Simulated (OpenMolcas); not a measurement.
# Ni2+: effect of the metal basis

Ni2+ with its 6 nearest fluoride ions at 2 Å, on the Ca site of CsCaF3 (a = 4.526 Å, distance in the model lattice 2.263 Å). The rest of the host is ab initio model potentials to 7.6 Å and point charges beyond; the distance is set by hand and nothing relaxes.

```
Program             : OpenMolcas
Method              : CASSCF
Spin-orbit coupling : state interaction with AMFI integrals over the reference wave functions
```

Fixed: ligand basis ANO-RCC-VDZP, active space 8 electrons in 5 orbitals (3d), DKH2 Hamiltonian.

States (labels of O, the rotations of Oh). Energies in cm-1 above the lowest state or level, χT in cm3 K/mol; 10Dq and B are least-squares fits to the states below 45000 cm-1, weighted by degeneracy, with a free offset, and given where the rms deviation is under 5 % of |10Dq| (or 100 cm-1) and under 700 cm-1.

| Run | Metal basis | Ground state | First state of that spin | 10Dq | B (rms of fit) | First gap with spin-orbit (degeneracies) | χT at 300 K | First state of another spin | Cost |
| --- | --- | --- | --- | --- | --- | --- | --- | --- | --- |
| A | ANO-RCC-VDZP | 3A2 | 3T2 6785 | 6645 | 1272 (70) | 6512 (3, 2) | 1.453 | 1E 18569 | roughly 14 core-seconds |
| B | ANO-RCC-VTZP | 3A2 | 3T2 6666 | 6495 | 1289 (82) | 6400 (3, 2) | 1.456 | 1E 18856 | roughly 17 core-seconds |

Against A, |10Dq| changes by -2.3 % in B.

Costs are those of the RASSCF and RASSI steps.

Without dynamic correlation the repulsion within the d shell is too large (B by tens of per cent), so at a given field states of lower spin stand too high. Ligand-to-metal charge-transfer states are missing. With no ligand orbital active B as a rule stays too high, so bands that hang on it stand too high and its fall with covalency is understated. With metal d orbitals alone and no dynamic correlation 10Dq can be off by a tenth to a fifth, either way, in oxide and fluoride hosts. The distance lies 4 % under the 2.092 Å that this model takes as the normal distance (a Shannon-type radius plus a fixed donor radius, weighted with the host); by an R⁻⁵ law this alone changes a d-shell field by about +25 %. No measured value stands beside these numbers; the geometry was set by hand and not optimised.
